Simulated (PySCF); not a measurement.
From one molecule to another.

First species: C₅H₇NSSi.
Z-matrix (Å and degrees, PBE0-D3(BJ)/def2-SVP geometry), rows numbered from 1:
```
Si
S   1  2.1692
C   2  1.7640  1   95.71
C   3  1.4026  2  120.98  1   179.49
C   4  1.3881  3  117.86  2   179.88
C   5  1.3968  4  119.51  3     0.00
C   6  1.3908  5  118.01  4     0.10
N   3  1.3302  2  116.31  1    -0.50
H   1  1.4876  2  112.94  3   -64.21
H   1  1.4971  2  100.34  3  -179.61
H   1  1.4875  2  113.02  3    65.04
H   4  1.0913  3  120.48  2    -0.16
H   5  1.0929  4  119.99  3   179.99
H   6  1.0912  5  121.44  4  -179.93
H   7  1.0953  6  120.90  5   179.95
```

Second species: C7H12O.
Z-matrix (Å and degrees, PBE0-D3(BJ)/def2-SVP geometry), rows numbered from 1:
```
C 
C   1  1.5403
C   2  1.5439  1   88.43
C   3  1.5070  2  119.51  1  -142.46
C   4  1.5372  3  117.21  2  -175.51
O   5  1.4239  4   92.18  3   117.23
C   6  1.4239  5   92.04  4     0.17
C   1  1.5402  2   88.39  3    19.33
H   1  1.1001  2  117.96  3   140.41
H   1  1.1008  2  111.58  3   -93.28
H   2  1.1024  1  111.37  3  -111.74
H   2  1.1006  1  118.52  3   121.55
H   3  1.1048  2  109.50  1    90.75
H   4  1.1022  3  109.81  2    53.06
H   5  1.1061  4  114.84  3     1.17
H   5  1.1046  4  115.92  3  -126.50
H   7  1.1046  4  115.92  3   126.53
H   7  1.1061  4  114.84  3    -1.16
H   8  1.1024  1  111.37  2    92.42
H   8  1.1006  1  118.52  2  -140.86
```

Levels: PBE0/def2-SVPD for dipole moment, HOMO energy, LUMO energy, HOMO–LUMO gap, static isotropic polarisability and electronic spatial extent ⟨r²⟩ about the centre of nuclear charge; TDDFT PBE0/def2-SVPD for lowest singlet excitation; PBE0-D3(BJ)/def2-SVP for rotational constant A and rotational constant C. Geometries: PBE0-D3(BJ)/def2-SVP. All species are isolated and taken at one optimised geometry, non-relativistic unless stated; the electronic structure was computed with PySCF and density fitting.

Dipoles, sizes and rotational constants follow the conformer. The torsions of the flexible species, by atom-mapped SMILES:
- `[SiH3:1][S:2][c:3]1[cH:4][cH:5][cH:6][cH:7][n:8]1`: Si1–S2–C3–C4 179°
- `[CH2:1]1[CH2:2][CH:3]([CH:4]2[CH2:5][O:6][CH2:7]2)[CH2:8]1`: C2–C3–C4–C5 -176°

```
                                                         property    column X    column Y
                                                    dipole moment      2.82 D      2.08 D
                                                      HOMO energy    -6.73 eV    -7.18 eV
                                                      LUMO energy    -1.19 eV     0.74 eV
                                                    HOMO–LUMO gap     5.54 eV     7.92 eV
                                        lowest singlet excitation     4.58 eV     6.81 eV
                                  static isotropic polarisability    114.9 au     82.8 au
electronic spatial extent ⟨r²⟩ about the centre of nuclear charge  1441 bohr²  1153 bohr²
                                            rotational constant A   3.347 GHz   5.403 GHz
                                            rotational constant C   0.777 GHz   1.052 GHz
```

Which column belongs to which species?

Column X is the first species and column Y the second. The first has 15 atoms and 74 electrons, the second 20 and 62.

How does each property change from the first species to the second?

dipole moment -0.74 D; HOMO energy -0.45 eV; LUMO energy +1.93 eV; HOMO–LUMO gap +2.38 eV; lowest singlet excitation +2.23 eV; static isotropic polarisability -32.1 au; electronic spatial extent ⟨r²⟩ about the centre of nuclear charge -288 bohr²; rotational constant A +2.056 GHz; rotational constant C +0.275 GHz.

On the first: The dipole equals about 9.4 × 10⁻³⁰ C·m (1 D = 3.33564 × 10⁻³⁰ C·m). S1 lies 0.96 eV below the HOMO–LUMO gap; its leading configuration is HOMO→LUMO, weight 0.94.

On the second: S1 lies 1.11 eV below the HOMO–LUMO gap; its leading configuration is HOMO→LUMO, weight 0.37, beside HOMO→LUMO+1, weight 0.23. The dipole equals about 6.9 × 10⁻³⁰ C·m (1 D = 3.33564 × 10⁻³⁰ C·m).
